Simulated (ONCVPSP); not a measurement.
# Building the ONCV potential for Sm (Z = 62) (PW91, non-relativistic).

ONCVPSP 4.0.1 was run on this input:

```
# ATOM AND REFERENCE CONFIGURATION
# atsym  z   nc   nv     iexc    psfile
  Sm 62.00    9    4  -109134      upf
#
#   n    l    f
    1    0    2.00
    2    0    2.00
    2    1    6.00
    3    0    2.00
    3    1    6.00
    3    2   10.00
    4    0    2.00
    4    1    6.00
    4    2   10.00
    4    3    6.00
    5    0    2.00
    5    1    6.00
    6    0    2.00
#
# PSEUDOPOTENTIAL AND OPTIMIZATION
# lmax
    3
#
#   l,   rc,      ep,       ncon, nbas, qcut
    0    2.25    0.00    4    8    4.20
    1    2.40    0.00    4    8    5.40
    2    2.10    0.38    4    9    4.60
    3    0.90    0.00    4    9   20.30
#
# LOCAL POTENTIAL
# lloc, lpopt,  rc(5),   dvloc0
    4    4    0.90    0.00
#
# VANDERBILT-KLEINMAN-BYLANDER PROJECTORs
# l, nproj, debl
    0    2    2.20
    1    2    1.70
    2    1    1.60
    3    2    2.70
#
# MODEL CORE CHARGE
# icmod, fcfact, rcfact
    0    0.00    0.00
#
# LOG DERIVATIVE ANALYSIS
# epsh1, epsh2, depsh
   -3.00    5.00    0.02
#
# OUTPUT GRID
# rlmax, drl
    6.00    0.01
#
# TEST CONFIGURATIONS
# ncnf
    4
# nvcnf
#   n    l    f
    4
    4    3    6.00
    5    0    2.00
    5    1    6.00
    6    0    1.00
#
    4
    4    3    6.00
    5    0    2.00
    5    1    6.00
    6    0    0.00
#
    4
    4    3    5.00
    5    0    2.00
    5    1    6.00
    6    0    0.00
#
    5
    4    3    5.00
    5    0    2.00
    5    1    6.00
    6    0    1.00
    5    2    1.00
#
```

Command:

```bash
oncvpspnr.x < Sm.dat > Sm.out
```

Resulting log (shortened: citation, most of the input echo, consistency checks and plot data are left out):

```
ONCVPSP  (Optimized Norm-Conservinng Vanderbilt PSeudopotential)
scalar-relativistic version 4.0.1

#   n    l    f        energy (Ha)
    1    0    2.00    -1.6187941E+03
    2    0    2.00    -2.5570999E+02
    2    1    6.00    -2.4284797E+02
    3    0    2.00    -5.5787385E+01
    3    1    6.00    -5.0113389E+01
    3    2   10.00    -3.9537773E+01
    4    0    2.00    -1.0877035E+01
    4    1    6.00    -8.6928214E+00
    4    2   10.00    -4.8204936E+00
    4    3    6.00    -2.1202810E-01
    5    0    2.00    -1.4072126E+00
    5    1    6.00    -8.3417479E-01
    6    0    2.00    -1.2516480E-01

Reference configufation results
  iterations    33
  all-electron total energy (Ha)   -1.00387551D+04

Begin loop to  construct optimized pseudo wave functions
and semi-local pseudopoentials for all angular momenta

Calculating optimized projector #   1

 for l=   0

    Fraction of norm inside rc  0.923004
    Optimizing pswf for qcut=   4.20 a_B^-1,  ecut=   8.83 Ha
    Residual kinetic energy error=  2.49D-04 Ha

    Energy error per electron        Cutoff
         Ha          eV             Ha
         0.01000     0.27211        5.03
         0.00100     0.02721        7.47
         0.00010     0.00272       18.33
         0.00001     0.00027       34.81

Calculating optimized projector #   2

 for l=   0

    Fraction of norm inside rc  0.045271
    Optimizing pswf for qcut=   4.20 a_B^-1,  ecut=   8.83 Ha
    Residual kinetic energy error=  1.17D-04 Ha

    Energy error per electron        Cutoff
         Ha          eV             Ha
         0.01000     0.27211        1.93
         0.00100     0.02721        6.67
         0.00010     0.00272        9.29
         0.00001     0.00027       24.54

   Wellstate for l =  1  n =  7
     eigenvalue =   0.8658
     asymptotic potential =   1.3658
     half-point radius =  5.3738

Calculating optimized projector #   1

 for l=   1

    Fraction of norm inside rc  0.877367
    Optimizing pswf for qcut=   5.41 a_B^-1,  ecut=  14.62 Ha
    Residual kinetic energy error=  1.51D-06 Ha

    Energy error per electron        Cutoff
         Ha          eV             Ha
         0.01000     0.27211        4.31
         0.00100     0.02721        5.75
         0.00010     0.00272       10.59
         0.00001     0.00027       12.97

Calculating optimized projector #   2

 for l=   1

    Fraction of norm inside rc  0.116345
    Optimizing pswf for qcut=   5.41 a_B^-1,  ecut=  14.62 Ha
    Residual kinetic energy error=  1.03D-05 Ha

    Energy error per electron        Cutoff
         Ha          eV             Ha
         0.01000     0.27211        4.30
         0.00100     0.02721        7.05
         0.00010     0.00272       12.04
         0.00001     0.00027       14.78

WARNING wellstate: moderately localized bound state found for n= 5 l=  2
WARNING scattering state with energy  0.05000000
WARNING will be used for the first projector

   Wellstate for l =  2  n =  6
     eigenvalue =   0.0500
     asymptotic potential =   0.5500
     half-point radius = 22.0318

Calculating optimized projector #   1

 for l=   2

    Fraction of norm inside rc  0.050560
    Optimizing pswf for qcut=   4.60 a_B^-1,  ecut=  10.56 Ha
    Residual kinetic energy error=  1.83D-06 Ha

    Energy error per electron        Cutoff
         Ha          eV             Ha
         0.01000     0.27211        3.51
         0.00100     0.02721        5.85
         0.00010     0.00272        7.85
         0.00001     0.00027        9.41

   Wellstate for l =  3  n =  6
     eigenvalue =   2.4880
     asymptotic potential =   2.9880
     half-point radius =  3.2933

Calculating optimized projector #   1

 for l=   3

    Fraction of norm inside rc  0.577251
    Optimizing pswf for qcut=  20.28 a_B^-1,  ecut= 205.69 Ha
    Residual kinetic energy error=  6.81D-06 Ha

    Energy error per electron        Cutoff
         Ha          eV             Ha
         0.01000     0.27211      136.70
         0.00100     0.02721      159.65
         0.00010     0.00272      177.39
         0.00001     0.00027      197.10

Calculating optimized projector #   2

 for l=   3

    Fraction of norm inside rc  0.048680
    Optimizing pswf for qcut=  20.28 a_B^-1,  ecut= 205.69 Ha
    Residual kinetic energy error=  3.93D-07 Ha

    Energy error per electron        Cutoff
         Ha          eV             Ha
         0.01000     0.27211      120.91
         0.00100     0.02721      148.66
         0.00010     0.00272      170.40
         0.00001     0.00027      186.98

Construct Vanderbilt / Kleinmman-Bylander projectors

B matrix Hermiticity error, ll=   0
   1   2    1.1396E-08

  Orthonormal projector coefficients  1.3452E+01  1.1585E+00

B matrix Hermiticity error, ll=   1
   1   2   -1.3101E-08

  Orthonormal projector coefficients  9.9690E+00  7.4062E-01

B matrix Hermiticity error, ll=   3
   1   2    4.5206E-09

  Orthonormal projector coefficients -3.6535E+01 -8.8811E+00

Pseudoatom total energy  -81.013863

Diagnostic tests using Vanderbilt-Kleinman-Bylander pseudopotentials
  1 or more projectors used as specified by nproj input data

   l    rcore       rmatch      e in        delta e   norm test  slope test

   0   2.2622671   2.3309545  -1.4072126   0.0000003   1.0000004   1.0000006
   0   2.2622671   2.3309545  -0.1251648  -0.0000000   1.0000000   1.0000000

   1   2.4017273   2.4746489  -0.8341748   0.0000001   1.0000001   1.0000002
   1   2.4017273   2.4746489   0.8658252   0.0000000   1.0000000   1.0000000

   2   2.1055624   2.1694918   0.0500000   0.0000000   1.0000000   1.0000000

   3   0.9004402   0.9277795  -0.2120281  -0.0000000   1.0000000   1.0000000
   3   0.9004402   0.9277795   2.4879719   0.0000000   1.0000000   1.0000000

 Testing for bound ghosts
   n   l    E NL Schr. Eq   E Basis Diag.   E Cutoff

       0                       -4.396073     51.60  WARNING - GHOST(-)
   1   0       -1.407212       -1.407195     51.60
   2   0       -0.125165       -0.086312     51.60

   2   1       -0.834175       -0.834161     52.67

   3   2       -0.086103       -0.071352     77.56

   4   3       -0.212028       -0.185136    608.07

 Testing for highly-localized positive-energy ghosts
       l    <radius>/rc     E Basis Diag.   E Cutoff

       1        0.234027        1.722057     52.67  WARNING - GHOST(+)

Test configuration 0

   n   l     f        eae           eps        diff
   1   0  2.0000-1618.79414724
   2   0  2.0000 -255.70998803
   2   1  6.0000 -242.84797027
   3   0  2.0000  -55.78738525
   3   1  6.0000  -50.11338948
   3   2 10.0000  -39.53777319
   4   0  2.0000  -10.87703478
   4   1  6.0000   -8.69282143
   4   2 10.0000   -4.82049356
   4   3  6.0000   -0.21202810   -0.21202810   -4.48D-09
   5   0  2.0000   -1.40721257   -1.40721227    3.01D-07
   5   1  6.0000   -0.83417479   -0.83417468    1.12D-07
   6   0  2.0000   -0.12516480   -0.12516480   -2.00D-09

    Total energies and differences
      AE_ref= -1.00387551D+04  AE_tst= -1.00387551D+04  dif=  0.00D+00
      PS_ref= -8.10138633D+01  PS_tst= -8.10138633D+01  dif= -5.97D-13
      PSP excitation error=  5.97D-13

Test configuration 1

   n   l     f        eae           eps        diff
   1   0  2.0000-1619.01361544
   2   0  2.0000 -255.92879271
   2   1  6.0000 -243.06687404
   3   0  2.0000  -56.00548753
   3   1  6.0000  -50.33152314
   3   2 10.0000  -39.75598857
   4   0  2.0000  -11.09539486
   4   1  6.0000   -8.91121707
   4   2 10.0000   -5.03895819
   4   3  6.0000   -0.43032231   -0.43067619   -3.54D-04
   5   0  2.0000   -1.62589142   -1.62590046   -9.04D-06
   5   1  6.0000   -1.05194758   -1.05191458    3.30D-05
   6   0  1.0000   -0.29249298   -0.29249056    2.42D-06

    Total energies and differences
      AE_ref= -1.00387551D+04  AE_tst= -1.00385478D+04  dif=  2.07D-01
      PS_ref= -8.10138633D+01  PS_tst= -8.08065290D+01  dif=  2.07D-01
      PSP excitation error=  2.41D-05

Test configuration 2

   n   l     f        eae           eps        diff
   1   0  2.0000-1619.27252440
   2   0  2.0000 -256.18653212
   2   1  6.0000 -243.32478051
   3   0  2.0000  -56.26200783
   3   1  6.0000  -50.58809787
   3   2 10.0000  -40.01270696
   4   0  2.0000  -11.35231830
   4   1  6.0000   -9.16819544
   4   2 10.0000   -5.29603856
   4   3  6.0000   -0.68687296   -0.68796204   -1.09D-03
   5   0  2.0000   -1.88234742   -1.88240145   -5.40D-05
   5   1  6.0000   -1.30612155   -1.30601670    1.05D-04

    Total energies and differences
      AE_ref= -1.00387551D+04  AE_tst= -1.00381620D+04  dif=  5.93D-01
      PS_ref= -8.10138633D+01  PS_tst= -8.04208041D+01  dif=  5.93D-01
      PSP excitation error=  3.41D-05

Test configuration 3

   n   l     f        eae           eps        diff
   1   0  2.0000-1619.95484045
   2   0  2.0000 -256.89485466
   2   1  6.0000 -244.02806318
   3   0  2.0000  -57.00216321
   3   1  6.0000  -51.32693767
   3   2 10.0000  -40.74815761
   4   0  2.0000  -12.06032480
   4   1  6.0000   -9.87235436
   4   2 10.0000   -5.99077928
   4   3  5.0000   -1.33661915   -1.33813649   -1.52D-03
   5   0  2.0000   -2.41107756   -2.42138670   -1.03D-02
   5   1  6.0000   -1.80558036   -1.80529378    2.87D-04

    Total energies and differences
      AE_ref= -1.00387551D+04  AE_tst= -1.00371589D+04  dif=  1.60D+00
      PS_ref= -8.10138633D+01  PS_tst= -7.94162861D+01  dif=  1.60D+00
      PSP excitation error= -1.33D-03

Test configuration 4

   n   l     f        eae           eps        diff
   1   0  2.0000-1619.27579719
   2   0  2.0000 -256.21460285
   2   1  6.0000 -243.34760345
   3   0  2.0000  -56.32650963
   3   1  6.0000  -50.65110709
   3   2 10.0000  -40.07150203
   4   0  2.0000  -11.38568007
   4   1  6.0000   -9.19762551
   4   2 10.0000   -5.31587708
   4   3  5.0000   -0.66497678   -0.67050664   -5.53D-03
   5   0  2.0000   -1.75083421   -1.76213890   -1.13D-02
   5   1  6.0000   -1.15680175   -1.15717261   -3.71D-04
   6   0  1.0000   -0.31228991   -0.31355001   -1.26D-03
   5   2  1.0000   -0.33677220   -0.33315138    3.62D-03

    Total energies and differences
      AE_ref= -1.00387551D+04  AE_tst= -1.00383139D+04  dif=  4.41D-01
      PS_ref= -8.10138633D+01  PS_tst= -8.05682915D+01  dif=  4.46D-01
      PSP excitation error= -4.31D-03
```

oncvpspnr.x prints “scalar-relativistic version” in its banner although the run is non-relativistic.

Note: ghosts flagged at negative energy: s at -119.6 eV; GHOST(+) flagged for p at 46.9 eV. A true bound ghost makes a file unfit for plane-wave use.

The run took about 5.7 s on one core of a shared server CPU.
